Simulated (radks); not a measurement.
Spherical quantum dot in the effective-mass picture: electrons in a parabolic well V = omega^2 r^2 / 2 with omega = 0.4, with a point charge +1 (a donor) at the centre, all in effective atomic units (hartree* = m*/eps^2 hartree, bohr* = eps/m* bohr), one dielectric constant everywhere. Method: non-relativistic Kohn-Sham, exchange-only LDA, spin-polarised, spherical densities; computed with a radial shooting solver with Libxc functionals. Levels are named by radial order and angular momentum (1s, 1p, 1d, 2s, ...), and open shells are averaged over m. Results are scaled to m* = 0.034 and eps = 5.7, for which hartree* = 28.48 meV and bohr* = 8.871 nm.

N = 14, configuration 1s2 1p6 1d(up 4, down 0) 2s2. This is the lowest configuration that the search found. Occupied and some empty levels:

level,occupation,eigenvalue (meV),<r> (nm)
1s up,1,117.24,19.94
1s down,1,118.09,18.54
1p up,3,123.81,29.81
1p down,3,125.44,29.44
2s up,1,127.86,26.94
2s down,1,129.02,27.84
1d up,4,129.57,33.74
1d down,0,131.35,33.75
1f up,0,136.04,36.76
1f down,0,137.81,36.95
2p up,0,138.46,31.88
2p down,0,139.58,32.00
1g up,0,143.15,39.36
1g down,0,144.84,39.65

Energy (meV): total 1028.56, kinetic 135.83, external 225.08, Hartree 760.73, exchange-correlation -93.077.

Electron density:

r (nm),n(r) (e/nm^3)
1.24,0.0006794
5.90,0.0002537
10.6,0.0001112
15.2,0.00006577
19.9,0.00005566
24.6,0.00005436
29.2,0.00004897
33.9,0.00003661
38.6,0.00002170
43.2,9.955e-06
47.9,3.492e-06
52.6,9.333e-07
57.2,1.905e-07
61.9,2.985e-08
